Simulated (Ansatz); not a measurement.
Basis-set extrapolation for C₂H₃FSi, SMILES `F[SiH]1C=C1` (PBE0-D4/def2-TZVP geometry, frozen core, Ansatz). Multiplicity 1, RHF reference.

```
                      def2-TZVPP   def2-QZVPP
                 HF  -465.935352  -465.952733
    MP2 correlation    -0.672983    -0.726591
CCSD(T) correlation    -0.724301      not run
```

Energies in hartree. Use E(X) = E(∞) + A·exp(−7.88·√X) for Hartree–Fock and E(X) = E(∞) + B·X^(−2.97) for correlation, with X = 3 and 4, and add CCSD(T) minus MP2 of the smaller set to the MP2 limit.

Q: What is the CCSD(T) energy at the basis-set limit?

A: HF limit: -465.952733 + (-0.017381) × 0.13774 = -465.95513. MP2 limit: -0.726591 + (-0.053608) × 0.74074 = -0.76630. Higher-order term: -0.724301 − (-0.672983) = -0.05132. Total: -466.77275 hartree, 3.08 eV below CCSD(T)/def2-TZVPP.
